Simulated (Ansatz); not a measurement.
System: C2H5N, charge 1, doublet. C2H5N+ (parent SMILES C=NC, doublet).
B3LYP-D3(BJ)/def2-TZVP minimum from Ansatz (an electronic-structure program):
```xyz
8

C      1.2347    -0.2772     0.0638
N     -0.0847     0.2106     0.0779
C     -1.2998     0.1827    -0.1140
H      1.8557     0.3737    -0.5545
H      1.6127    -0.3309     1.0865
H      1.2182    -1.2898    -0.3734
H     -1.7787    -0.6997    -0.5638
H     -1.9244     1.0393     0.1612
```
Charge +1, spin multiplicity 2.

Total energies in cc-pVDZ, 17 correlated electrons, 3 frozen orbitals. UHF or UKS for unpaired electrons; spin-orbit terms are left out. Cores are frozen in correlated methods. No relativity. The UHF reference of C2H5N+ (parent SMILES C=NC, doublet) is spin-contaminated (<S^2> up to 0.13 over the pure value in the sets run). The spin of C2H5N+ (parent SMILES C=NC, doublet) was assumed, and the state is the lowest solution found for it.

| method | program | energy (Eh) | minus CCSDT(Q) (mEh) |
|---|---|---|---|
| HF | Ansatz | -132.79021 | 455.36 |
| MP2 | Ansatz | -133.17971 | 65.85 |
| CCSD | Ansatz | -133.22926 | 16.30 |
| CCSD(T) | Ansatz | -133.24318 | 2.38 |
| CCSDT(Q) | Ansatz | -133.24556 | 0.00 |

Rough core times of Ansatz's runs on a shared machine: CCSD(T) under 20 s, CCSDT(Q) 10 min.
